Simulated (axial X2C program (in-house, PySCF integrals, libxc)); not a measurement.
Bond lengths and stretching modes, held linear, of InCO

Calculated with an axial X2C code built on PySCF integrals: two-component X2C with atomic mean-field Coulomb and Gaunt terms, Gaussian nuclei, basis In dyall-v3z, C dyall-v3z, O dyall-av3z with contracted cores. Spin-free rows use the one-electron spin-free X2C Hamiltonian.

Masses In 114.904, C 12.000, O 15.995 u. States: 2c Ω = 1/2 (beyond evenly filled blocks: ω = 1/2); spin-free M_S = 1/2, Λ = 1 (beyond evenly filled blocks: π+α).

PBE0, 2c: energies above the lowest point

```csv
r(In–C) (Å),r(C–O) (Å),E (meV)
2.4161,1.1125,51.87
2.4161,1.1410,5.50
2.4161,1.1695,44.89
2.4780,1.1125,40.45
2.4780,1.1410,0.00
2.4780,1.1695,45.15
2.4780,1.1981,160.05
2.5400,1.1125,37.75
2.5400,1.1410,3.00
2.5400,1.1695,53.79
2.6019,1.1410,11.69
2.6019,1.1981,193.65
```

Q: Fit a quadratic surface with cubic terms in each bond: where is the minimum, and what are the two stretching wavenumbers?

A: At PBE0, 2c: bonds 2.487 and 1.139 Å; harmonic stretches 157.4 and 2028.3 cm⁻¹; force constants 0.335, 17.1 and coupling 0.51 mdyn/Å.

The other levels and Hamiltonians give:

```
Hamiltonian   level  r(In–C) (Å)  r(C–O) (Å)  lower stretch (cm⁻¹)  upper stretch (cm⁻¹)
         2c  r2SCAN        2.457       1.146                 183.0                1991.4
  spin-free    PBE0        2.465       1.141                 169.1                2016.4
  spin-free      HF        2.307       1.108                 186.1                2246.6
  spin-free  r2SCAN        2.443       1.147                 189.4                1983.2
```

Each state is one determinant, the lowest of a limited PBE0 search; the stretches come from a fit to these few points and carry an uncertainty of a few per cent. Other orders of the atoms were not compared. Left out for rough or failed fits: HF 2c, MP2 2c, MP2 spin-free. The levels spread by more than a fifth, so the stretches depend strongly on the method. The molecule was held linear; bending was not examined, so a bent shape may lie lower. Note: functional without a current term on a determinant with orbital currents, of the molecule or an atom.
